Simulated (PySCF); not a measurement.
**Two-component Hartree-Fock for Kr⁴⁺ (krypton, charge +4)**

Start: [Ar] 3d10 4s2 4p2; 4p1/2 filled at m_j = -1/2, +1/2. Calculated with PySCF 2.14 in x2c-QZVPPall-2c (11s10p5d4f1g, 103 functions): generalised Hartree-Fock with the X2C-1e Hamiltonian and a Gaussian nucleus; one run each with spin-orbit coupling (SO) switched off, then screened by Boettger's factors.

| spinor shell | electrons | ε, spin-free (eV) | ε, screened SO (eV) | weight of nominal j (screened SO) | rms radius, screened SO (bohr) |
| --- | --- | --- | --- | --- | --- |
| 1s1/2 | 2 | -14463.2 | -14462.6 | 1.000 | 0.0478 |
| 2s1/2 | 2 | -2018.0 | -2017.7 | 1.000 | 0.198 |
| 2p1/2 | 2 | -1785.4 | -1822.5 | 1.000 | 0.174 |
| 2p3/2 | 4 | -1785.4 | -1767.5 | 1.000 | 0.178 |
| 3s1/2 | 2 | -361.83 | -361.69 | 1.000 | 0.564 |
| 3p1/2 | 2 | -285.09 | -291.04 | 0.995 | 0.573 |
| 3p3/2 | 4 | -285.09 | -282.08 | 0.997 | 0.585 |
| 3d3/2 | 4 | -158.39 | -159.22 | 0.973 | 0.605 |
| 3d5/2 | 6 | -158.39 | -157.63 | 0.982 | 0.607 |
| 4s1/2 | 2 | -79.246 | -79.201 | 0.999 | 1.54 |
| 4p1/2 | 2 | -63.831 | -63.976 | 0.645 | 1.70 |

```
   quantity    spin-free  screened SO
E (hartree)  -2783.72439  -2783.91512
        M_J            0            0
       ⟨J²⟩        2.006        1.329
       ⟨L²⟩        2.005        1.973
       ⟨S²⟩        2.002        1.938
```

The determinant has a definite M_J but mixes levels of different J.

Each row is a mean over spinors that exchange with the open shell spreads, by up to 6.879 eV (4s1/2).

Rows whose weight is well below 1 are mixtures of j = l ± 1/2: exchange outweighs spin-orbit coupling there, and the label is only the starting occupation.

Without spin-orbit coupling the j labels of p, d and f shells carry no meaning; the spin-free column gives the mean over the occupied spinors of each nl shell.
